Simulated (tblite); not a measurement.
C₄H₂F₃N₃.
Atom-mapped SMILES: `[F:1][C:2]([F:3])([F:4])[c:5]1[n:6][cH:7][n:8][cH:9][n:10]1` (hydrogens: H11 on C7; H12 on C9)

Structure optimised with GFN2-xTB, isolated species.

Problem. Give the optimised bond lengths and angles.

Solution. 
```csv
bond,length (Å)
"F1–C2, C2–F3, C2–F4",1.336
C2–C5,1.520
"C5–N6, C5–N10",1.320
"N6–C7, C9–N10",1.324
"C7–N8, N8–C9",1.320
"C7–H11, C9–H12",1.082
```

Bonds in one row agree within 0.01 Å and their mean is given. A selection of angles:
```csv
angle,degrees
F1–C2–F3,107.2
F1–C2–C5,110.7
C2–C5–N6,117.1
N6–C5–N10,125.9
C5–N6–C7,114.5
N6–C7–N8,124.9
C7–N8–C9,115.4
```

Dihedral angles: F1–C2–C5–N6 -90°.

All 6 C–N bonds measure 1.320 to 1.324 Å. The 6-membered ring C5–N6–C7–N8–C9–N10 has internal angles of 114.5° to 125.9° (sum 720°, against 720° for a flat polygon); it is planar, 0.00 Å rms from its mean plane, widest ring torsion 0°.

Point group: Cs (tolerance 0.08 Å). Its lowest GFN2-xTB frequency is 8 cm⁻¹, too small to tell a flat minimum from a shallow saddle.

On Arm Neoverse V1, one thread, no GPU, shared host, this took under 0.1 s. That covers the optimisation of the geometry.

These are computed values.
